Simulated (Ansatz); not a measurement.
Consider the ligand exchange at the Si–C bond: `[SiH3]C(Cl)Cl` + `FBN[SiH3]` → `FBN([SiH3])[SiH3]` + `ClCCl`.

Isolated molecules relaxed with PBE0-D4/def2-TZVP in Ansatz; ΔE leaves out vibrations. CCSD(T)/CBS adds triple-zeta CCSD(T) − MP2 to the extrapolated MP2 energy (def2 sets, frozen cores). This one scheme is used for every species. DFT in def2-TZVPP. One conformer a species, not always the lowest.

`[SiH3]C(Cl)Cl`:

```xyz
8

Si    0.970    0.028   -0.140
C    -0.893    0.095    0.213
Cl   -1.384   -1.380    1.073
Cl   -1.777    0.285   -1.316
H     1.359    1.285   -0.824
H     1.685   -0.097    1.153
H     1.222   -1.148   -1.004
H    -1.183    0.932    0.845
```

`FBN[SiH3]`:

Cartesian coordinates in Å:
```
F 0.557 1.730 1.048
B -0.113 0.633 1.419
N -0.327 -0.366 0.462
Si 0.200 -0.333 -1.205
H -0.501 0.552 2.548
H -0.834 -1.181 0.770
H -0.400 0.814 -1.930
H 1.678 -0.242 -1.295
H -0.259 -1.606 -1.817
```

`FBN([SiH3])[SiH3]`:

Cartesian coordinates in Å:
```
F -2.027 -0.793 1.385
B -1.565 0.158 0.564
N -0.248 0.045 0.076
Si 0.435 1.244 -0.999
Si 0.730 -1.335 0.562
H -2.297 1.061 0.286
H 0.844 0.603 -2.275
H 1.637 1.856 -0.377
H -0.589 2.283 -1.257
H 0.926 -1.354 2.031
H 2.044 -1.162 -0.111
H 0.111 -2.606 0.117
```

`ClCCl`:

```xyz
5

Cl    0.542   -1.595   -0.080
C     0.084    0.107   -0.050
Cl   -1.508    0.376    0.655
H     0.814    0.643    0.548
H     0.067    0.470   -1.073
```

| level | ΔE (eV) |
| --- | --- |
| PBE | -0.48 |
| MP2/def2-SVP | -0.55 |

Problem. What does CCSD(T)/CBS give? (Estimate.)

Solution. The calculation gave: -0.58 eV. The listed levels differ from it by 0.10, 0.03 eV.

Largest T1 diagnostic among the species: 0.012.

From BLYP to BHLYP (50 % exact exchange), in def2-TZVPP and without D4, ΔE moves by −0.10 eV. Leaving LDA and LC-ωPBE aside and taking each functional with its dispersion term where it has one, the values, not all of them listed here, spread over 0.13 eV, from BHLYP-D4 to PBE-D4.
